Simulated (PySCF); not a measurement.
C7H13NSi.
Structure used (GFN2-xTB), in Å, numbered top down from 1:
```
atom  x, y, z in Å
C1     3.2549    0.1494    0.4618
C2     2.3737    0.6755   -0.6723
C3     0.9385    0.3353   -0.4381
C4     0.3428   -0.9459   -0.5980
C5    -0.9700   -0.8416   -0.2475
C6    -2.0310   -1.8839   -0.2363
N7    -1.2285    0.4570    0.1302
Si8   -2.7527    1.1074    0.6734
C9    -0.0492    1.1582    0.0079
H10    3.1548   -0.9303    0.5467
H11    2.9559    0.5951    1.4080
H12    4.3006    0.3886    0.2796
H13    2.4826    1.7597   -0.7456
H14    2.7036    0.2351   -1.6167
H15    0.8403   -1.8333   -0.9391
H16   -2.4344   -2.0181    0.7676
H17   -2.8543   -1.6094   -0.8960
H18   -1.6163   -2.8306   -0.5729
H19   -3.1598    0.3965    1.8879
H20   -3.7459    0.9323   -0.3890
H21   -2.5016    2.5195    0.9409
H22   -0.0145    2.2030    0.2467
```

Probes without a nucleus sit at each ring's centroid and 1 Å off its mean plane on both sides; NICS is minus the shielding there, NICSzz its component along the normal. Level: GIAO PBE0/pcSseg-1 (PySCF, non-relativistic, gas phase) on the GFN2-xTB geometry, one conformer.

Ring bond lengths (Å), with Mayer bond orders in brackets: C3–C4 1.422 (1.33), C4–C5 1.363 (1.51), C5–N7 1.377 (1.06), N7–C9 1.377 (1.08), C9–C3 1.361 (1.58).

**Question.** What do the NICS probes read (ppm)?

**Answer.** 
```json
{"ring": "C3–C4–C5–N7–C9", "type": "5-membered ring with N; formal bonds all aromatic", "NICS(0)": "-11.8", "NICS(1), two faces": "-10.2 / -10.2", "NICS(1)zz, two faces": "-25.4 / -26.1", "rms pucker (Å)": "0.00", "centre to ring atoms, mean (Å)": "1.17"}
```

**Question.** What can be read from them?

**Answer.** 
- C3–C4–C5–N7–C9: mean NICS(1)zz -25.7 ppm, shielded. For a flat ring without four-coordinate atoms the NICS criterion counts such a value as aromatic.

**Question.** How equal are the bonds by HOMA? HOMA takes Krygowski's 1993 parameters.

**Answer.** 
- C3–C4–C5–N7–C9: HOMA 0.80; the largest term is that of C3–C4, α(R − Ropt)² = 0.30. The geometric and the magnetic index point the same way.

**Question.** At the first NICS(1) probe listed for ring C3–C4–C5–N7–C9, 1 Å off the ring, how large is the induced field along the normal in 14.1 T applied along it?

**Answer.** NICSzz × B0 = -25.4 ppm × 14.1 T = -358 μT, against the applied field.

**Question.** List the ring angles and the Hirshfeld charges of the ring atoms.

**Answer.** 
- C3–C4–C5–N7–C9: C3 106.1° (-0.034 e), C4 107.8° (-0.105 e), C5 108.9° (+0.025 e), N7 107.2° (-0.114 e), C9 110.0° (-0.049 e); sum 540.0° against 540° for a flat convex ring.

The run took 1.9 min on an Intel Xeon at 2.50 GHz with one thread, no GPU, shared host with 64 logical CPUs at a one-minute load of 63, and the process peaked at 1.1 GiB of memory. This is the whole shielding run at PBE0/pcSseg-1, SCF included.
